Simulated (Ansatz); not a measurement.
A calculation with Ansatz (development build ahead of 0.2.0).

```yaml
crystal:
  periodic: [false, false, false]
  atoms:
    - { symbol: H, position_ang: [1.725, 0.0, 0.0] }
    - { symbol: H, position_ang: [1.0755, 1.3487, 0.0] }
    - { symbol: H, position_ang: [-0.3839, 1.6818, 0.0] }
    - { symbol: H, position_ang: [-1.5541, 0.7485, 0.0] }
    - { symbol: H, position_ang: [-1.5541, -0.7485, 0.0] }
    - { symbol: H, position_ang: [-0.3839, -1.6818, 0.0] }
    - { symbol: H, position_ang: [1.0755, -1.3487, 0.0] }
basis:
  gaussian: { orbitals: pcseg-2 }
magnetization:
  spin_polarized: true
  initial_magnetization: 1
hamiltonian:
  xc: hf
```

The input is written out in the form of the current development build from the run's settings.

The run gave:

```json
{
 "Converged": "yes",
 "Total energy": "-3.57767 hartree",
 "Spin squared of the determinant": "2.002",
 "Stability test": "minimum"
}
```

Caution: the unrestricted determinant is a mixture of spin states.
